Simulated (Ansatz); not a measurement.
A search over several starts for the lowest SCF solution of C₃H₁₀Si⁻, that is Si(iPr)H3 with one electron more at the given spin, in a small basis.

```yaml
crystal:
  periodic: [false, false, false]
  atoms:
    - {symbol: Si, position_ang: [0.191736, 0.362657, -1.635354]}
    - {symbol: C, position_ang: [0.175158, 0.324375, 0.260191]}
    - {symbol: C, position_ang: [0.977221, -0.860618, 0.798592]}
    - {symbol: C, position_ang: [-1.255278, 0.336318, 0.800185]}
    - {symbol: H, position_ang: [0.676066, 1.258104, 0.578372]}
    - {symbol: H, position_ang: [2.022160, -0.847341, 0.450790]}
    - {symbol: H, position_ang: [0.534668, -1.820393, 0.482904]}
    - {symbol: H, position_ang: [0.994581, -0.858227, 1.901709]}
    - {symbol: H, position_ang: [-1.262001, 0.357899, 1.903189]}
    - {symbol: H, position_ang: [-1.825603, 1.210545, 0.448478]}
    - {symbol: H, position_ang: [-1.807243, -0.566625, 0.489355]}
    - {symbol: H, position_ang: [1.596393, 0.373114, -2.153668]}
    - {symbol: H, position_ang: [-0.515114, 1.579511, -2.146674]}
    - {symbol: H, position_ang: [-0.502745, -0.849318, -2.178069]}
basis:
  gaussian: {orbitals: def2-SVP}
total_charge: -1
magnetization: {spin_polarized: true, initial_magnetization: 1}
hamiltonian: {xc: pbe0, dispersion: d4}
output: {orbitals: {seedname: orbitals}}
```

```sh
$ ansatz run in.yaml --threads 4 --pin off --events-out ev --progress --plain --max-ram 3916MiB
```

It prints (some lines left out):

```
Functional definition: PBE0
1250 factors; their error is unknown
mean field evaluation 1: about -11134.4303 eV, gradient 2.1e1 eV
mean field evaluation 2: about -11134.2201 eV, gradient 2.3e1 eV
mean field evaluation 4: about -11136.8935 eV, gradient 9.1e-1 eV
mean field evaluation 8: about -11136.9318 eV, gradient 1.9e-1 eV
mean field evaluation 16: about -11136.9320 eV, gradient 5.0e-4 eV
mean field -11136.93202821 eV, -409.2747031531 hartree, gradient 3.5e-5 eV, S^2 0.751922; 4 other end points of the search recorded, 0 dependent functions left out
reference -11136.93206447 eV, -409.2747044857 hartree; 22, 21 occupied and 88, 89 virtual orbitals, 1250 factors
Total energy: -11137.21022231 eV, -409.2849265976 hartree
```

Run time 2.6 s (4 threads of Intel Xeon on a shared host).

The highest occupied level of the charge -1 doublet lies above zero (up to 4.21 eV). By energy differences it is unbound by 2.36 eV (vertical, to the charge 0 singlet, at LC-ωPBE (ω = 0.30 bohr⁻¹)/def2-TZVP) and held by the finite basis.
